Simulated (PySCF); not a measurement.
## How methods differ on the ionisation energy of Ge(25+)

Ge(25+) [He] 2s2 2p3 (4S) → Ge(26+) [He] 2s2 2p2 (3P), as a difference of total energies. Calculation: PySCF 2.14, in an uncontracted even-tempered set (17 s from 7 bohr⁻², ratio 2.2; 11 p from 9.1 bohr⁻², ratio 2.2; 6 d from 38 bohr⁻², ratio 2.4; 5 f from 56 bohr⁻², ratio 2.4; 4 g from 85 bohr⁻², ratio 2.4); the non-relativistic Hamiltonian (point nucleus). Correlated levels: nothing frozen; virtual orbitals above 40 to 60 times the deepest correlated orbital energy dropped. The calculations carry no spin-orbit coupling.

```
                 method  ionisation energy (eV)
                    UHF                  2584.7
                    LDA                  2582.6
                    PBE                  2582.8
                 r2SCAN                  2585.3
                  TPSSh                  2583.1
                 B2PLYP                  2584.1
SCS-MP2 (all electrons)                  2584.0
```

Problem. Estimate what PBE0 gives.

Solution. 2583.6 eV, closest to SCS-MP2 (all electrons) among the rows shown.

Problem. Estimate what MP2 (all electrons) gives.

Solution. 2584.5 eV, closest to UHF among the rows shown.

Spin-orbit coupling is strong in these open shells (close to jj coupling). The scalar numbers leave it out and a first-order estimate fails, so it can dominate the gap to the real levels.

All relativistic terms are absent from these numbers, so their closeness to the reference says little about the methods.

For comparison: 2575 ± 19 eV (semi-empirical (NIST evaluation); NIST Atomic Spectra Database, ionization energies).
